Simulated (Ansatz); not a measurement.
Consider the cleavage of the Si–Sn bond: `[CH3][SnH2][SiH2]N` + `N[Si](O)(Cl)Cl` → `N[SiH2]O[Si](N)(Cl)Cl` + `[CH3][SnH3]`.

Gas-phase electronic energies from Ansatz, PBE0-D4/def2-TZVP geometries. CCSD(T)/CBS is the MP2 limit (def2-TZVPP, def2-QZVPP) plus CCSD(T) − MP2 in def2-TZVPP, frozen cores. This one scheme is used for every species. Elements past krypton have def2 core potentials. For Sn outer-core shells are correlated without core-valence functions, which leaves a few kJ/mol of doubt a bond. Each species was taken in one conformer, which may not be the lowest.

| species | CCSD(T)/CBS(def2) energy (Eh) |
| --- | --- |
| `[CH3][SnH2][SiH2]N` | -601.29371 |
| `N[Si](O)(Cl)Cl` | -1340.52171 |
| `N[SiH2]O[Si](N)(Cl)Cl` | -1686.19476 |
| `[CH3][SnH3]` | -255.66383 |

Task: Work out ΔE.

Result: ΔE = (-1686.19476) + (-255.66383) − (-601.29371) − (-1340.52171) = -0.04317 Eh = -113.3 kJ/mol.

Largest T1 diagnostic among the species: 0.012.

From PBE to PBE0 (25 % exact exchange), in def2-TZVPP and without D4, ΔE moves by −9.5 kJ/mol. The D4 term adds −6.9 kJ/mol with B3LYP and −4.1 kJ/mol with PBE0; it sums over pairs of atoms, weighted by their polarisabilities, and B3LYP, whose exchange is more repulsive, gets the larger term. In def2-TZVPP, CCSD(T) changes the Hartree–Fock value by +20.2 kJ/mol (the triples alone add +2.5 kJ/mol) and MP2 by +19.3 kJ/mol.

B3LYP here is the variant with VWN-RPA as its local correlation; programs differ in this.
